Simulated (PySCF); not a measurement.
A GIAO shielding run with PySCF 2.14 (density fitting, non-relativistic, gas phase) on SMILES N#CC/C=C/[Si@@H](C#N)C=O, C₆H₆N₂OSi:

```
$ OMP_NUM_THREADS=1 python probes_run.py task.json out

{"job": {"kind": "nmr", "xc": "PBE0", "basis": "pcSseg-1"}, "charge": 0, "multiplicity": 1}
N      3.008908     2.549290    -0.394135
C      2.789049     1.439932    -0.234969
C      2.489073     0.039816    -0.041751
C      1.050322    -0.118267     0.358862
C      0.125185    -0.685376    -0.407555
Si    -1.683002    -0.885269     0.070423
C     -1.854482    -0.204748     1.802880
N     -1.935440     0.215202     2.865383
C     -2.750901     0.282426    -1.032258
O     -3.505592    -0.119082    -1.877748
H      3.145950    -0.342517     0.746333
H      2.698346    -0.491799    -0.974488
H      0.795604     0.282213     1.331245
H      0.424156    -1.066683    -1.378538
H     -2.167684    -2.262514     0.028898
H     -2.637091     1.376321    -0.873995
```

Hardware: 1 thread of an Intel Xeon, shared host. The job also computes population analyses, field gradients.

(1) How large is the calculation?

(2) How long does it take, and how much memory does it need?

## Answers

(1) 78 electrons, 207 basis functions and 1084 auxiliary functions.

(2) 2.6 min of wall time, with 16 SCF cycles and 6 response iterations; peak memory 0.88 GiB. Times on a shared host scatter by some tens of per cent.
